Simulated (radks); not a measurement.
The manganese ion Mn15+, configuration [Ne] (the NIST ground configuration). Method: non-relativistic Kohn-Sham, r2SCAN, spin-unpolarised, spherical densities, point nucleus; meta-GGA in the generalised Kohn-Sham scheme; computed with a radial shooting solver on a logarithmic mesh with Libxc functionals.

Normalised radial functions P(r) = r R(r), r in bohr:

| r | 2s | 3s | 3p |
|---|---|---|---|
| 0.006853 | 0.4313 | 0.2036 | 0.0103 |
| 0.009589 | 0.5618 | 0.2651 | 0.0196 |
| 0.01342 | 0.7094 | 0.3345 | 0.0365 |
| 0.01878 | 0.8558 | 0.4026 | 0.0669 |
| 0.02628 | 0.9622 | 0.4506 | 0.1193 |
| 0.03677 | 0.9627 | 0.4460 | 0.2051 |
| 0.05145 | 0.7684 | 0.3449 | 0.3343 |
| 0.07142 | 0.3127 | 0.1155 | 0.5012 |
| 0.09995 | -0.4322 | -0.2487 | 0.6825 |
| 0.1399 | -1.2928 | -0.6338 | 0.7854 |
| 0.1957 | -1.9095 | -0.7932 | 0.6621 |
| 0.2739 | -1.9240 | -0.4531 | 0.1812 |
| 0.3832 | -1.3306 | 0.3853 | -0.5853 |
| 0.5363 | -0.5828 | 1.1883 | -1.2180 |
| 0.7444 | -0.1456 | 1.3101 | -1.2640 |
| 1.042 | -0.0157 | 0.7505 | -0.7383 |
| 1.458 | -0.0005 | 0.2004 | -0.2118 |
| 2.04 | 0.0000 | 0.0199 | -0.0237 |

2s: eigenvalue -1197.9 eV, 1 radial node at r = 0.0834 bohr, <r> = 0.277 bohr, 90 % of the charge inside 0.427 bohr. 3s (empty): eigenvalue -435.28 eV, 2 radial nodes at r = 0.0804, 0.333 bohr, <r> = 0.708 bohr, 90 % of the charge inside 1.03 bohr. 3p (empty): eigenvalue -404.71 eV, 1 radial node at r = 0.299 bohr, <r> = 0.696 bohr, 90 % of the charge inside 1.03 bohr.
